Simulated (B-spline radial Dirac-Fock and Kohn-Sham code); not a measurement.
Dipole and non-dipole photoemission parameters of Bi 4d3/2

System: neutral bismuth in the configuration 1s2 2s2 2p6 3s2 3p6 3d10 4s2 4p6 4d10 4f14 5s2 5p6 5d10 6s2 6p3; threshold 464.0 eV (tabulated edge). The computed values come from a radial finite-basis atomic code: Dirac-Hartree-Slater photoionisation with a Latter tail; cross sections with all multipoles, angular parameters from the dipole term and its interference with E2.

For linearly polarised light dσ/dΩ = σ/(4π) [1 + β P₂(cos θ) + (δ + γ cos²θ) sin θ cos φ], with θ from the polarisation vector and φ the angle between the beam and the projection of the electron momentum on the plane normal to the polarisation.

```
hν (eV)  σ (kb)       β       γ      δ
    600     210  -0.642  -0.130  0.120
    717     230  -0.193  -0.043  0.171
    800     228   0.084   0.089  0.137
    892     218   0.320   0.168  0.096
   1000     201   0.525   0.187  0.060
   1050     193   0.602   0.181  0.048
   1720    98.5   1.113  -0.022  0.006
   1910       ?       ?       ?      ?
   2190    63.5   1.248  -0.055  0.014
   2260    59.7   1.262  -0.053  0.015
 2984.4    33.1   1.351   0.031  0.031
   4460    12.6   1.397   0.336  0.057
   5040    9.19   1.396   0.465  0.066
 5414.7    7.59   1.392   0.547  0.072
   5820    6.24   1.385   0.634  0.078
   6400    4.80   1.374   0.754  0.086
   9440    1.54   1.297   1.295  0.130
  13200   0.541   1.198   1.793  0.184
  15000   0.357   1.154   1.982  0.210
```

Q: Give the values at 1910 eV.

A: σ = 82.0 kb, β = 1.179, γ = -0.046, δ = 0.008.
